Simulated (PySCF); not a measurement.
Compound: C8H11F3.
SMILES: `CC[C@]12C[C@](C(F)(F)F)(C1)C2`

Torsions of this conformer, `[CH3:1][CH2:2][C@:3]12[CH2:4][C@:5]([C:6]([F:7])([F:8])[F:9])([CH2:10]1)[CH2:11]2`: C1–C2–C3–C4 60°, C4–C5–C6–F7 59°.

The closed-shell ground state was solved at several levels (PySCF, density fitting, gas phase, non-relativistic). Geometry: PBE0-D3(BJ)/def2-SVP, one conformer, isolated molecule.

```csv
level,basis functions,total energy (Eh),HOMO (eV),LUMO (eV),gap (eV),dipole (D)
B3LYP/pcJ-1,407,-610.9646,-8.61,0.96,9.57,2.89
PBE0/pcSseg-1,242,-610.2431,-8.84,1.25,10.09,2.91
wB97X-D/pcSseg-2,550,-611.0106,-10.64,2.10,12.74,2.99
```

Task: What might PBE0/def2-SVPD (317 basis functions) give for the same quantities?

Result: Total energy -609.8903 Eh, HOMO -8.87 eV, LUMO 0.52 eV, gap 9.39 eV, dipole 3.02 D.

Task: Over all these levels, which gives the widest orbital gap and which the narrowest?

Result: wB97X-D/pcSseg-2 (range-separated hybrid) has the widest, 12.74 eV, and PBE0/def2-SVPD (global hybrid, 25 % exact exchange) the narrowest, 9.39 eV. Functional and basis both differ between the two, so the spread mixes both effects.

Task: How far do the dipole and the HOMO energy spread over the levels?

Result: The dipole runs from 2.89 to 3.02 D (mean 2.95 D) and the HOMO from -10.64 to -8.61 eV.

The pairwise dispersion term of wB97X-D wasn't added to the energies; at a given geometry it leaves orbitals and properties as they are.
